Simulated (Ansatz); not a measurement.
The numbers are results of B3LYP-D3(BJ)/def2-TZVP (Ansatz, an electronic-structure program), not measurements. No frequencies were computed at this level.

Ansatz 0.2 input:
```yaml
crystal:
  periodic: [false, false, false]
  atoms:
    - { symbol: Cl, position_ang: [1.674977, 0.961483, -0.063455] }
    - { symbol: Si, position_ang: [-0.0046, -0.139128, 0.008856] }
    - { symbol: Cl, position_ang: [-1.607817, 1.069866, -0.065866] }
    - { symbol: H, position_ang: [-0.029633, -0.869358, 1.266679] }
    - { symbol: H, position_ang: [-0.032928, -1.022863, -1.146215] }
basis:
  gaussian: { orbitals: def2-tzvp }
hamiltonian:
  xc: b3lyp
  dispersion: d3bj
relax:
  max_steps: 150
```

Output:

```
Functional definition: B3LYP
875 factors; their error is unknown
mean field evaluation 1: about -32959.9352 eV, gradient 1.5e1 eV
mean field evaluation 2: about -32960.2572 eV, gradient 1.2e1 eV
mean field evaluation 4: about -32960.4987 eV, gradient 4.3e-1 eV
mean field evaluation 8: about -32960.5813 eV, gradient 9.8e-2 eV
mean field -32960.58130903 eV, -1211.2790216224 hartree, gradient 3.8e-5 eV, S^2 0.000000; 0 other end points of the search recorded, 0 dependent functions left out
reference -32960.58155674 eV, -1211.2790307256 hartree; 25, 25 occupied and 98, 98 virtual orbitals, 875 factors
relax step   1: F+E_penalty+E_count = -32960.82081856 eV  Δ(F+E_penalty+E_count) = +0.000e0 eV  max|allowed force component| = 7.880e-1 eV/Å  Δτ_max = 0.0000 Å  (25 SCF iters, accepted)
these checks for a lower state are left out or cut short: starts, cluster_reference, orbital_swaps, neighbouring_geometries, increment
875 factors; their error is unknown
mean field evaluation 16: about -32960.5248 eV, gradient 2.8e0 eV
mean field -32960.62650056 eV, -1211.2806823805 hartree, gradient 7.4e-5 eV, S^2 0.000000; 0 other end points of the search recorded, 0 dependent functions left out
reference -32960.62675072 eV, -1211.2806915737 hartree; 25, 25 occupied and 98, 98 virtual orbitals, 875 factors
relax step   2: F+E_penalty+E_count = -32960.86175739 eV  Δ(F+E_penalty+E_count) = -4.094e-2 eV  max|allowed force component| = 9.507e-2 eV/Å  Δτ_max = 0.0539 Å  (26 SCF iters, accepted)
these checks for a lower state are left out or cut short: starts, cluster_reference, orbital_swaps, neighbouring_geometries, increment
875 factors; their error is unknown
mean field -32960.62768546 eV, -1211.2807259248 hartree, gradient 6.7e-5 eV, S^2 0.000000; 0 other end points of the search recorded, 0 dependent functions left out
reference -32960.62793555 eV, -1211.2807351156 hartree; 25, 25 occupied and 98, 98 virtual orbitals, 875 factors
relax step   3: F+E_penalty+E_count = -32960.86370681 eV  Δ(F+E_penalty+E_count) = -1.949e-3 eV  max|allowed force component| = 4.783e-2 eV/Å  Δτ_max = 0.0149 Å  (26 SCF iters, accepted)
these checks for a lower state are left out or cut short: starts, cluster_reference, orbital_swaps, neighbouring_geometries, increment
875 factors; their error is unknown
mean field evaluation 32: about -32960.6278 eV, gradient 6.4e-6 eV
mean field -32960.62778027 eV, -1211.2807294090 hartree, gradient 6.4e-6 eV, S^2 0.000000; 0 other end points of the search recorded, 0 dependent functions left out
reference -32960.62803033 eV, -1211.2807385986 hartree; 25, 25 occupied and 98, 98 virtual orbitals, 875 factors
relax step   4: F+E_penalty+E_count = -32960.86376678 eV  Δ(F+E_penalty+E_count) = -5.997e-5 eV  max|allowed force component| = 8.166e-3 eV/Å  Δτ_max = 0.0020 Å  (23 SCF iters, accepted)
875 factors; their error is unknown
mean field -32960.62778027 eV, -1211.2807294090 hartree, gradient 6.5e-6 eV, S^2 0.000000; 1 other end points of the search recorded, 0 dependent functions left out
reference -32960.62803033 eV, -1211.2807385986 hartree; 25, 25 occupied and 98, 98 virtual orbitals, 875 factors
Total energy: -32960.86401684 eV, -1211.2894109429 hartree
Atom 0 at     1.715500     0.972191    -0.064192 Å, force    -0.001903    -0.001505     0.000098 eV/Å
Atom 1 at    -0.004775    -0.144415     0.009193 Å, force     0.000270     0.008166    -0.000520 eV/Å
Atom 2 at    -1.647544     1.083224    -0.066662 Å, force     0.001799    -0.001627     0.000101 eV/Å
Atom 3 at    -0.029922    -0.877761     1.282783 Å, force    -0.000080    -0.002360     0.002623 eV/Å
Atom 4 at    -0.033260    -1.033239    -1.161124 Å, force    -0.000087    -0.002673    -0.002303 eV/Å
Dipole moment:    -0.008284    -0.250572     0.015952 e Å
```

Cost: about 15 core-seconds (a rough figure).
